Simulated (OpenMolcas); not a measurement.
Levels of Ge²⁺ by method

```yaml
Program: OpenMolcas
Basis: ANO-RCC-VTZP [6s5p3d1f]
Scalar_Hamiltonian: DKH2, point nucleus
Active_space: 2 electrons in 8 orbitals (4s 4p 5s 5p)
State_averaging: 2S+1 = 3 even, 3 roots; 2S+1 = 1 even, 7 roots; 2S+1 = 3 odd, 3 roots; 2S+1 = 1 odd, 3 roots
Spin-orbit_coupling: state interaction with AMFI integrals over the reference wave functions, term energies averaged over their components
```

Methods on the same reference wave functions:
A. CASSCF
B. SS-CASPT2, IPEA 0.25 Eh, imaginary shift 0.1 Eh (closed shells correlated: 3d)
C. MS-CASPT2, IPEA 0.25 Eh, imaginary shift 0.1 Eh (closed shells correlated: 3d)

Energies in cm-1 above 4s2 1S0, the measured ground level; measured values from Sugar and Musgrove, J. Phys. Chem. Ref. Data 22, 1213 (1993).

```json
{"Level": "4s2 1S0", "A": "0.0", "B": "0.0", "C": "0.0", "Measured": "0.0"}
{"Level": "4s 4p 3P* 0", "A": "59103", "B": "60410", "C": "60460", "Measured": "61734"}
{"Level": "4s 4p 3P* 1", "A": "59761", "B": "61060", "C": "61110", "Measured": "62500"}
{"Level": "4s 4p 3P* 2", "A": "61132", "B": "62430", "C": "62490", "Measured": "64144"}
{"Level": "4s 4p 1P* 1", "A": "99272", "B": "93130", "C": "93180", "Measured": "91873"}
```

Deviations, from unrounded energies. A percentage is the sum of absolute deviations over the sum of measured energies, with the sign that they share, or ± where signs differ.

```csv
Against measurement,Levels,A,B,C
mean absolute deviation (cm-1),4,3900,1400,1400
other configurations (%),4,±5.6,±2.0,±2.0
```

B, C lie about equally close to measurement and A furthest from it. The largest miss of C in the table is 4s 4p 3P* 2, by -1700 cm-1. The ranking rests on the paired levels alone, and a cruder setting can come out closer through cancelling errors.

Between B and C the level of the table that moves most is 4s 4p 3P* 2, by 53 cm-1 (lowest in B, highest in C). Moves below CASPT2's spread within the term are not significant.

The lowest spin-free term lies below A's lowest term by 0.385 hartree in B, 0.385 hartree in C.

Over all roots computed the reference weight is 0.90 to 0.97 in B, 0.90 to 0.97 in C; the roots of lowest weight are the least certain, and an intruder state may touch them. The run also gave levels led by 4s 5s, which use shells meant for correlation; these and all levels above them are left out. Computed and measured levels are paired by configuration, term and J; levels that our copy of the source lacks, or whose pairing is in doubt (as where it misses far off the trend of its configuration), stay unpaired and out of the deviations. Only configurations of the active space appear. The table leaves out levels that lie high or whose names do not pair safely across all columns.

* marks odd parity.
